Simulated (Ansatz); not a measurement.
Born–Oppenheimer molecular dynamics of CH6O2S2Si (12 atoms, charge 0, multiplicity 1). It goes on from the last frame of an earlier run, with new velocities.

These are results of UKS PBE0/STO-3G in Ansatz, not measurements.

- ensemble: NVT, Langevin thermostat
- time step: 1 fs
- steps asked: 250
- set temperature: 1500 K
- friction: 0.01 /fs
- seed: 908118

First frame:

```xyz
12
Properties=species:S:1:pos:R:3
O -1.916 0.512 -0.829
C -1.022 -0.687 -0.695
Si 0.359 -0.504 0.568
O 0.378 -1.315 2.208
S 0.792 1.539 0.529
S 1.660 1.939 -1.270
H -1.329 1.340 -0.420
H -0.704 -1.174 -1.596
H -1.570 -1.417 -0.151
H 1.344 -1.482 0.112
H -0.570 -0.760 2.405
H 0.759 1.393 -2.013
```

(1) How far do the bonds stretch over the last three quarters of this one trajectory? (Pairs bonded in most of those frames.)

Results:

(1) 
```json
{"bond": "O1–C2", "mean (Å)": "1.475", "spread (Å)": "0.053", "shortest": "1.37", "longest": "1.60"}
{"bond": "O1–H7", "mean (Å)": "1.035", "spread (Å)": "0.053", "shortest": "0.93", "longest": "1.13"}
{"bond": "C2–Si3", "mean (Å)": "1.936", "spread (Å)": "0.090", "shortest": "1.77", "longest": "2.08"}
{"bond": "C2–H8", "mean (Å)": "1.114", "spread (Å)": "0.036", "shortest": "1.04", "longest": "1.20"}
{"bond": "C2–H9", "mean (Å)": "1.110", "spread (Å)": "0.027", "shortest": "1.03", "longest": "1.19"}
{"bond": "Si3–O4", "mean (Å)": "1.741", "spread (Å)": "0.101", "shortest": "1.55", "longest": "1.93"}
{"bond": "Si3–S5", "mean (Å)": "2.170", "spread (Å)": "0.071", "shortest": "2.01", "longest": "2.29"}
{"bond": "Si3–H10", "mean (Å)": "1.474", "spread (Å)": "0.083", "shortest": "1.33", "longest": "1.61"}
{"bond": "O4–H11", "mean (Å)": "1.037", "spread (Å)": "0.058", "shortest": "0.90", "longest": "1.19"}
{"bond": "S5–S6", "mean (Å)": "2.166", "spread (Å)": "0.104", "shortest": "1.99", "longest": "2.36"}
{"bond": "S6–H12", "mean (Å)": "1.375", "spread (Å)": "0.072", "shortest": "1.24", "longest": "1.51"}
```

Mean temperature of the second half: 1461 K. A run of 0.25 ps of so small a system gives no equilibrium averages. Limits of this set-up: minimal basis.

The run took 14 min on 1 thread of Intel(R) Xeon(R) 6975P-C (Granite Rapids), with other jobs on the host, peak memory 0.24 GiB.
